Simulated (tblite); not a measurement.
Species: C5H11FO2Si.
Atom-mapped SMILES: `[CH3:1][C:2]([CH3:3])([CH3:4])[O:5][C:6](=[O:7])[SiH2:8][F:9]` (hydrogens: H10, H11, H12 on C1; H13, H14, H15 on C3; H16, H17, H18 on C4; H19, H20 on Si8)

The geometry is computed with GFN2-xTB (gas phase).

Problem. Give the optimised bond lengths and angles.

Solution. 
```csv
bond,length (Å)
"C1–C2, C2–C3, C2–C4",1.528
C2–O5,1.456
O5–C6,1.326
C6=O7,1.207
C6–Si8,1.921
Si8–F9,1.610
C1–H10 and 8 like bonds,1.087
"Si8–H19, Si8–H20",1.452
```

Bonds in one row agree within 0.01 Å and their mean is given. A selection of angles:
```csv
angle,degrees
C1–C2–C3,111.2
C1–C2–O5,109.8
C4–C2–O5,104.2
C2–O5–C6,122.8
O5–C6–O7,126.2
O5–C6–Si8,107.1
O7–C6–Si8,126.7
C6–Si8–F9,105.3
```

Torsions: C1–C2–O5–C6 62° (synclinal); C2–O5–C6–O7 -2° (synperiplanar); O5–C6–Si8–F9 -61° (synclinal). The mirror-image conformer, all signs reversed, is as good.

Si8 (fluorine-bound silicon) is distorted tetrahedral (angles from 105.0° to 117.6°). O5 (oxygen singly bound to a carbonyl carbon) is bent (angle 122.8°). All 3 C–C bonds measure 1.528 Å. The 3 C–O bonds span 1.207 Å (C6=O7, drawn double) to 1.456 Å (C2–O5, drawn single), a spread of 0.249 Å. Of the pairs four or more bonds apart, O7···H11 is among the closest relative to their van der Waals radii: 2.39 Å, 88 % of the sum of Bondi's values.

Point group: C1 (no symmetry element, even within 0.4 Å). Its GFN2-xTB frequencies are all real (lowest 24 cm⁻¹). The numbers are those of one conformer. 3 starts were optimised and ended at 0.00, 0.03 and 0.13 kcal/mol (GFN2-xTB); the lowest of these is shown.

On one thread of an Intel Xeon at 2.50 GHz, no GPU, shared host with 64 logical CPUs at a one-minute load of 63, this took 6.0 s. These figures are those of the optimisation.
